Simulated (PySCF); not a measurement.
Compound: CH₄F₂Ge.
Bonds: F1–C2, C2–F3, C2–Ge4. Hydrogens: H5 on C2; H6, H7, H8 on Ge4.

Computed, not measured: core-valence-separated Tamm–Dancoff BHandHLYP/aug-pcX-1 (pcseg-1 on H, def2-SVPD on Ge) in PySCF, non-relativistic, gas phase, PBE0-D3(BJ)/def2-SVP geometry. The energies are unshifted.

(1) What does the C 1s absorption edge look like?

(2) What does the F 1s absorption edge look like?

Results:

(1) 
| E (eV) | f | core hole on | main final orbital |
| --- | --- | --- | --- |
| 288.81 | 0.0651 | C2 | LUMO+3 (39 %) |
| 288.90 | 0.0541 | C2 | LUMO+1 (32 %) |
| 289.68 | 0.0502 | C2 | LUMO+4 (30 %) |
| 290.21 | 0.0020 | C2 | LUMO+2 (44 %) |
| 291.26 | 0.0019 | C2 | LUMO+4 (43 %) |
| 291.99 | 0.0007 | C2 | LUMO+5 (95 %) |

The first line with a tenth or more of the strongest one's intensity is at 288.81 eV (f = 0.065), with the hole on C2 (CHF2 carbon). It is also the strongest listed.

(2) 
```
E (eV)       f  core hole on                 main final orbital
686.00  0.0542         F1/F3         spread (2 roots, f summed)
687.02  0.0129         F1/F3           LUMO (2 roots, f summed)
687.50  0.0179         F1/F3  LUMO+2/LUMO+3 (2 roots, f summed)
687.94  0.0037         F1/F3         LUMO+1 (2 roots, f summed)
688.10  0.0047         F1/F3         LUMO+4 (2 roots, f summed)
```

The first line with a tenth or more of the strongest one's intensity is at 686.00 eV (f = 0.054, sum of 2), with the hole on F1/F3 (fluorine of a CF2 group). It is also the strongest listed.

Roots within 0.03 eV whose holes lie on the same, on equivalent or on shared atoms are summed into one line, and the highest roots are left out, as the search may have cut off their partners. Final orbitals are the ground state's empty Kohn–Sham orbitals.

Problem. What is the summed oscillator strength of the listed C K lines, and their intensity-weighted mean energy?

Solution. Σf = 0.174 over 6 lines from 288.81 to 291.99 eV; the weighted mean is 289.15 eV. The strongest line holds 37 % of the sum.

Only the lowest roots of each edge were sought. Relativistic effects, spin–orbit coupling among them, are left out although an element past zinc is present.
